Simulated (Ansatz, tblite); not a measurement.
Cost and result up the ladder for the cluster Ga₂H₂⁺ (the lowest doublet isomer of a short search) (4 atoms). The state is a doublet with charge 1. Geometry: PBE-D4/def2-TZVP.

```xyz
4

Ga   -0.841    0.807   -0.541
Ga    0.838   -0.811    0.542
H     1.813   -0.977    1.779
H    -1.810    0.981   -1.781
```

Ansatz on 4 threads of Arm Neoverse V1 on a shared host; xTB runs through tblite on one thread. Times are rough, summed over both states, and most runs start from the orbitals of an earlier one. CCSD(T)/def2-TZVPP serves as the yardstick here, not as an exact answer. The other state is a quartet at its own geometry, which has other bonds, so the gap mixes isomer and spin.

The xTB rows come from tblite. HSE06 is defined as in plane-wave codes, on full-range PBE exchange. Correlated methods freeze 18 core orbitals; core or outer-core shells of Ga are correlated, in sets that lack core-valence functions. The structure comes from a short search, and lower isomers may exist.

Correlated methods converge slowly with the basis.

xTB has no spin-polarisation term.

```
                          level  functions  quartet − doublet (eV)  difference from CCSD(T)/def2-TZVPP (eV)
                       GFN1-xTB         22                    4.46                                     1.95
              RPA@PBE/def2-TZVP        108                    2.45                                    -0.06
           r2SCANh-D4/def2-TZVP        108                    2.29                                    -0.22
PBE0-D4/def2-TZVP (with forces)        108                    2.37                                    -0.14
                       GFN2-xTB         20                    3.93                                     1.42
              BLYP-D4/def2-TZVP        108                    2.38                                    -0.13
             HSE06-D4/def2-TZVP        108                    2.37                                    -0.14
             CCSD(T)/def2-TZVPP        124                    2.51                                     0.00
                   HF/def2-TZVP        108                    1.84                                    -0.67
                  MP2/def2-TZVP        108                    2.45                                    -0.06
            r2SCAN-D4/def2-TZVP        108                    2.30                                    -0.21
          LDA (SPW92)/def2-TZVP        108                    2.60                                     0.09
               PBE-D4/def2-TZVP        108                    2.38                                    -0.13
```

Q: Estimate how long each takes.

A: GFN1-xTB 0.004 s; GFN2-xTB 0.004 s; LDA (SPW92)/def2-TZVP 1.1 s; HF/def2-TZVP 1.6 s; MP2/def2-TZVP 1.8 s; PBE-D4/def2-TZVP 2.1 s; BLYP-D4/def2-TZVP 2.1 s; RPA@PBE/def2-TZVP 2.8 s; HSE06-D4/def2-TZVP 3.4 s; PBE0-D4/def2-TZVP (with forces) 5.2 s; r2SCAN-D4/def2-TZVP 5.8 s; r2SCANh-D4/def2-TZVP 6.1 s; CCSD(T)/def2-TZVPP 52 s. On shared hardware such times vary by a factor of up to 3.
